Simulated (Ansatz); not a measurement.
`C[CH2][Zn][NH2]` + silanol → `[NH2][Zn][O][SiH3]` + ethane  (ligand exchange at a Zn–C bond)

Isolated molecules relaxed with PBE0-D4/def2-TZVP in Ansatz; ΔE leaves out vibrations. CCSD(T)/CBS is the MP2 limit (def2-TZVPP, def2-QZVPP) plus CCSD(T) − MP2 in def2-TZVPP, frozen cores. This one scheme is used for every species. Functionals use def2-TZVPP. B3LYP here is the variant with VWN-RPA as its local correlation; programs differ in this. For Zn outer-core shells are correlated without core-valence functions, which leaves a few kJ/mol of doubt a bond. Scalar relativity is left out up to krypton. One conformer a species, not always the lowest.

`C[CH2][Zn][NH2]`:

```xyz
11

C    -0.305    1.450   -1.060
C    -0.881    0.618    0.083
Zn    0.199   -0.893    0.645
N     1.130   -2.337    1.254
H    -0.160    0.856   -1.966
H    -0.964    2.284   -1.326
H     0.667    1.880   -0.804
H    -1.869    0.233   -0.191
H    -1.048    1.249    0.963
H     2.003   -2.193    1.742
H     1.229   -3.148    0.661
```

`O[SiH3]`:

```xyz
6

O    -0.260    0.876    0.898
Si    0.070   -0.366   -0.133
H    -0.321    1.759    0.531
H    -0.975   -0.500   -1.184
H     0.104   -1.588    0.701
H     1.382   -0.181   -0.814
```

`[NH2][Zn][O][SiH3]`:

```xyz
9

N     1.392   -1.128   -2.266
Zn    0.522   -0.190   -0.989
O    -0.311    0.885    0.132
Si   -1.013    0.937    1.592
H     2.289   -1.507   -1.993
H     0.862   -1.876   -2.694
H    -2.009   -0.163    1.768
H    -0.010    0.806    2.689
H    -1.721    2.235    1.760
```

`CC`:

Z-matrix (Å, degrees):
```
C
C 1 1.519
H 1 1.093 2 111.4
H 1 1.093 2 111.4 3 120.0
H 1 1.093 2 111.4 3 -120.0
H 2 1.093 1 111.4 3 180.0
H 2 1.093 1 111.4 3 -60.0
H 2 1.093 1 111.4 3 60.0
```

```tsv
level	ΔE (eV)
B3LYP-D4	-0.95
CAM-B3LYP	-0.99
```

Question: What does CCSD(T)/CBS give? (An estimate is asked.)

Answer: Ansatz gave: -0.97 eV. The listed levels differ from it by 0.02, -0.02 eV.

Largest T1 diagnostic among the species: 0.015.

From BLYP to BHLYP (50 % exact exchange), in def2-TZVPP and without D4, ΔE moves by −0.13 eV. Leaving LDA and LC-ωPBE aside and taking each functional with its dispersion term where it has one, the values, not all of them listed here, spread over 0.22 eV, from BHLYP-D4 to PBE-D4. LDA lies +0.06 eV from PBE without D4. At CCSD(T), def2-SVP lies −0.16 eV from the extrapolated value and def2-TZVPP −0.00 eV.
